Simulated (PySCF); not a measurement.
BFH6O2Si2. Atoms are numbered in the order given.

```xyz
12

Si    -1.7564    -0.0517     0.1636
F     -2.9788    -0.0788    -0.9202
Si     0.3264     0.0028    -0.9119
B      1.8055     0.0527     0.5082
O      2.3971    -1.0778     0.9812
O      2.2202     1.2167     1.0789
H     -1.9328     1.1587     1.0221
H     -1.8780    -1.2683     1.0219
H      0.3517     1.2220    -1.7850
H      0.4281    -1.2110    -1.7869
H      2.0962    -1.8839     0.5487
H      1.7974     2.0019     0.7154
```
Charge 0, spin multiplicity 1.

Geometry: r2SCAN-D4/def2-SVP. This is a generated structure with no PubChem entry under its InChIKey; it may be hypothetical. Other conformers were not sampled.

Computed with PySCF with PBE0/pcSseg-1.

GIAO shieldings, no solvent; atoms alike by connectivity are averaged. δ = σ(ref) − σ: ²⁹Si against TMS (σ = 352.7 ppm); ¹⁹F against CFCl3 (σ = 167.2 ppm); ¹¹B against BF3 (σ = 88.8 ppm); ¹⁷O against H2O (σ = 334.2 ppm); ¹H against TMS (σ = 31.56 ppm), references at their B3LYP-D3(BJ)/def2-TZVP geometries, non-relativistic.

### Question
Estimate the chemical shifts. (Estimate from the structure and the level; the computed values follow.)

### Answer

```
nucleus     atoms  count  δ (ppm)
-------  --------  -----  -------
²⁹Si          Si1      1     12.0
²⁹Si          Si3      1   -119.5
¹⁹F            F2      1   -255.4
¹¹B            B4      1     19.7
¹⁷O        O5, O6      2    182.8
¹H         H7, H8      2     5.90
¹H       H11, H12      2     4.74
¹H        H9, H10      2     3.52
```
